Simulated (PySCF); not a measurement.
# N+ (nitrogen, charge +1) across methods

[He] 2s1 2p2 3s1, high-spin 5P determinant (an excited configuration). Calculation: PySCF 2.14, in aug-cc-pV5Z (7s6p5d4f3g2h, 127 functions); no relativity, point nucleus.

```json
{"method": "LDA", "E (hartree)": "-52.6624", "mean ε 2s α (eV)": "-42.489", "mean ε 2p α (eV)": "-31.186", "mean ε 3s α (eV)": "-9.007", "Σ⟨r²⟩ (bohr²)": "20.54", "⟨S²⟩": "6.000"}
{"method": "r2SCAN", "E (hartree)": "-53.1299", "mean ε 2s α (eV)": "-44.054", "mean ε 2p α (eV)": "-32.229", "mean ε 3s α (eV)": "-8.991", "Σ⟨r²⟩ (bohr²)": "20.85", "⟨S²⟩": "6.000"}
{"method": "PBE", "E (hartree)": "-53.0752", "mean ε 2s α (eV)": "-42.756", "mean ε 2p α (eV)": "-31.299", "mean ε 3s α (eV)": "-8.959", "Σ⟨r²⟩ (bohr²)": "20.57", "⟨S²⟩": "6.000"}
{"method": "PBE0", "E (hartree)": "-53.0883", "mean ε 2s α (eV)": "-45.873", "mean ε 2p α (eV)": "-33.802", "mean ε 3s α (eV)": "-9.554", "Σ⟨r²⟩ (bohr²)": "20.69", "⟨S²⟩": "6.000"}
{"method": "TPSS", "E (hartree)": "-53.1435", "mean ε 2s α (eV)": "-43.247", "mean ε 2p α (eV)": "-31.514", "mean ε 3s α (eV)": "-8.921", "Σ⟨r²⟩ (bohr²)": "20.67", "⟨S²⟩": "6.000"}
{"method": "UHF", "E (hartree)": "-53.03629", "mean ε 2s α (eV)": "-54.824", "mean ε 2p α (eV)": "-40.933", "mean ε 3s α (eV)": "-11.012", "Σ⟨r²⟩ (bohr²)": "21.12", "⟨S²⟩": "6.000"}
```

Estimate the same row for M06.

E (hartree) = -53.1015; mean ε 2s α (eV) = -45.264; mean ε 2p α (eV) = -33.276; mean ε 3s α (eV) = -9.389; Σ⟨r²⟩ (bohr²) = 20.63; ⟨S²⟩ = 6.000.

The outer electron is Rydberg-like, and this basis confines it to a smaller radius and binds it less than a complete one would.
